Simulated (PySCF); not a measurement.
Xe: ionisation energy

Xe [Xe] (1S) → Xe⁺ [Kr] 4d10 5s2 5p5 (2P), as a difference of total energies. All numbers are calculated (PySCF 2.14, scalar relativity through the core potential, in cc-pVTZ-PP with ECP28MDF). Correlated levels: valence: 4s2 4p6 4d10 frozen. The calculations carry no spin-orbit coupling.

| method | ionisation energy (eV) |
| --- | --- |
| UHF | 11.515 |
| M06-2X | 12.318 |
| M06-L | 12.169 |
| MP2 (valence) | 12.306 |
| SCS-MP2 (valence) | 12.236 |
| CCSD (valence) | 12.210 |
| CCSD(T) (valence) | 12.244 |

How much does correlation contribute at CCSD(T) (valence)?

12.244 − (11.515) = 0.729 eV, measured against UHF.

Errors of the correlated levels include the incompleteness of this basis and the frozen core.

For comparison: 12.565 eV (measured; NIST levels, between the centres of gravity of the two terms).
